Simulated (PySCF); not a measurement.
Compound: InCl2I.
Bonds: In1–Cl2, In1–Cl3, In1–I4.

Computed, not measured: PBE0-D3(BJ)/def2-SVP geometry optimisation, gas phase, def2 core potentials past Kr in PySCF 2.14.0.

(1) List the bond lengths and angles at this level.

Results:

(1) 
```json
{"bond": "In1–Cl2, In1–Cl3", "length (Å)": "2.328"}
{"bond": "In1–I4", "length (Å)": "2.635"}
```

Bonds in one row agree within 0.01 Å and their mean is given. A selection of angles:
```json
{"angle": "Cl2–In1–Cl3", "degrees": "116.4"}
{"angle": "Cl2–In1–I4", "degrees": "121.1"}
{"angle": "Cl3–In1–I4", "degrees": "122.5"}
```

The 4 heavy atoms lie in one plane (0.000 Å rms). In1 (indium bonded to 2 Cl and I) is planar (angles 122.5°, 121.1° and 116.4°, sum 360.0°, 0.00 Å off the plane of its three neighbours).

Point group: C2v (every atom within 0.08 Å of its image). Stationary, but not proved a minimum.
